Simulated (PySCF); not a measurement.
**A search over the determinants of BPt**

Unrestricted PBE0; basis B x2c-TZVPPall, Pt x2c-TZVPPall; spin-free X2C with a Gaussian nucleus; PySCF 2.14. Outer shells of the fragments: B 2s2 2p1; Pt 5d9 6s1.

Followed along the bond (rough minima from three points):

```tsv
2Ms+1	unpaired	⟨S²⟩ at the start	R at minimum (Å)	Te (eV)
2	σ ↑	0.77	1.75	0.00
2	δ ↑	0.76	1.89	1.54
4	σ ↑, π ↑, δ ↑	3.77	1.87	2.79
```

Solutions found at the starting distance of 1.990 Å, counted from the lowest of them; the search is not exhaustive and high or unbound solutions are not listed, so other states can lie among these:

| 2Ms+1 | unpaired | term | E (eV) | ⟨S²⟩ | ⟨Lz²⟩ | μ (D) |
| --- | --- | --- | --- | --- | --- | --- |
| 2 | σ ↑ | mixed | 0.00 | 0.77 | 1.70 | 1.03 |
| 2 | δ ↑ | mixed | 0.96 | 0.76 | 5.70 | 1.15 |
| 2 | π ↑ | mixed | 1.99 | 0.76 | 2.70 | 0.96 |
| 2 | π ↑ | mixed | 2.03 | 1.29 | 2.76 | 2.02 |
| 4 | σ ↑, π ↑, δ ↑ | mixed | 2.24 | 3.77 | 5.63 | 1.49 |
| 4 | σ ↑, π ↑, δ ↑ | mixed | 2.34 | 3.77 | 6.71 | 1.68 |
| 2 | σ ↑, π ↓, δ ↑ | mixed | 2.76 | 1.78 | 6.52 | 2.07 |
| 4 | σ ↑, π ↑↑ | mixed | 3.01 | 3.77 | 3.71 | 1.63 |
| 4 | σ ↑, π ↑↑ | mixed | 3.30 | 3.77 | 3.71 | 1.58 |
| 4 | σ ↑↑, δ ↑ | mixed | 3.40 | 3.76 | 5.70 | -2.44 |
| 6 | σ ↑↑, π ↑↑, δ ↑ | mixed | 5.18 | 8.76 | 5.70 | 2.42 |
| 4 | π ↑, δ ↑↑ | mixed | 5.55 | 3.76 | 2.75 | 2.04 |
| 6 | σ ↑↑↑, π ↑, δ ↑ | mixed | 6.04 | 8.76 | 6.70 | -0.73 |
| 6 | σ ↑, π ↑↑, δ ↑↑ | mixed | 6.60 | 8.76 | 1.68 | 2.52 |

A term symbol is given only where ⟨S²⟩ and ⟨Lz²⟩ are close to those of a pure state; real π, δ and φ orbitals otherwise mix terms. A positive dipole means B(−)Pt(+).

**Question.** Compare the gap between the two lowest followed solutions at the starting distance with the gap between their minima.

**Answer.** At PBE0 the second solution (doublet, unpaired electrons δ ↑) lies +0.96 eV from the first (doublet, unpaired electrons σ ↑) at 1.990 Å and +1.54 eV at the minima; the two curves relax by different amounts, since their minima lie near 1.89 and 1.75 Å.

Spin–orbit coupling is left out. The state is the lowest single determinant that the PBE0 search found; with open d or f shells the true ground state can be another one.
